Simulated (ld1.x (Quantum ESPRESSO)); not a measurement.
cobalt (Co): excitation energies, all-electron against PAW

| Item | Value |
| --- | --- |
| Element | Co |
| Generator | ld1.x (Quantum ESPRESSO) 7.5 |
| Type | PAW |
| Functional | PBE |
| Relativity | scalar-relativistic |
| Frozen core | [Ne] 3s2 |
| Valence charge | 15 |
| Reference configuration | 3p6 3d7.5 4s1.5 4p0 |
| Partial waves | 4s (bound): rcut 2.25, rcutus 2.65 bohr; 4s channel at 0.2 Ry: rcut 2.25, rcutus 2.65 bohr; 3p (bound): rcut 1.50, rcutus 1.70 bohr; 4p (bound, empty): rcut 1.50, rcutus 1.70 bohr; 3d (bound): rcut 1.00, rcutus 1.25 bohr; 3d channel at 0.45 Ry: rcut 1.00, rcutus 1.25 bohr; 4f channel at 0.05 Ry: rcut 1.80, rcutus 2.35 bohr |
| Local potential | all-electron potential smoothed inside 1.95 bohr (lloc = -2) |
| Core correction | Bessel-smoothed model core inside 0.70 bohr |
| Augmentation charge | BESSEL, radius 0.90 bohr |

Energies are relative to the spin-unpolarised reference configuration 3p6 3d7.5 4s1.5 4p0; without spin polarisation the order of configurations can differ from experiment. Not all tests gave a result: test run stopped at test 5 of 7 (negative rho).

(1) Give the all-electron excitation energy and the error of the potential for: 3p6 3d7 4s2 4p0; 3p6 3d7 4s1 4p0; 3p6 3d7 4s0 4p0; 3p6 3d7 4s1 4p1.

## Answers

(1)

```json
{"valence configuration": "3p6 3d7 4s2 4p0", "charge": "0", "ΔE all-electron (eV)": "0.960", "error AE − PS (meV)": "+13"}
{"valence configuration": "3p6 3d7 4s1 4p0", "charge": "+1", "ΔE all-electron (eV)": "9.991", "error AE − PS (meV)": "-0.6"}
{"valence configuration": "3p6 3d7 4s0 4p0", "charge": "+2", "ΔE all-electron (eV)": "26.776", "error AE − PS (meV)": "+2.7"}
{"valence configuration": "3p6 3d7 4s1 4p1", "charge": "0", "ΔE all-electron (eV)": "5.311", "error AE − PS (meV)": "+1.0"}
```
